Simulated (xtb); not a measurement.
Si(Cl)(NCO)(OH)2 (CH2ClNO3Si), SMILES O[Si](O)(N=C=O)Cl. All values are semi-empirical tight-binding results from xtb (GFN2-xTB unless named), good for trends rather than for accurate numbers. Geometry: GFN2-xTB. This is a generated structure with no PubChem entry under its InChIKey; it may be hypothetical. One conformer was computed; it need not be the lowest.

Optimised geometry:

```xyz
9

O      2.8130    -1.1902    -1.4159
C      1.7851    -0.7475    -1.1391
N      0.6947    -0.3098    -0.9559
Si    -0.5336     0.4051     0.0256
O     -1.8947     0.4051    -0.8460
O     -0.1750     1.9304     0.3912
Cl    -0.6670    -0.6134     1.7352
H     -2.2832    -0.3989    -1.1802
H     -0.4275     2.6472    -0.1858
```
Charge 0, spin multiplicity 1.

Problem. Estimate the properties. (The exact figures need the calculation; the answer reports its results.)

Solution. 
```yaml
orbital_gap: 6.07 eV
dipole_moment: 3.24 D
zero_point_energy: 26.9 kcal/mol
G − E(el) at 298.15 K (modified RRHO): 5.1 kcal/mol
static polarisability (D4 model): 77.0 bohr³
solvation energy, GFN2-xTB/ALPB(water): -10.3 kcal/mol
solvation energy, GFN2-xTB/ALPB(toluene): -5.6 kcal/mol
```

Computed atomic charges and the Wiberg bond orders between heavy atoms:
charges (e) O1 -0.26, C2 0.33, N3 -0.29, Si4 0.64, O5 -0.45, O6 -0.44, Cl7 -0.21, H8 0.33, H9 0.33. Bond orders O1–C2 1.92, O1–N3 0.36, C2–N3 1.99, N3–Si4 0.92, Si4–O5 1.18, Si4–O6 1.20, Si4–Cl7 1.06.
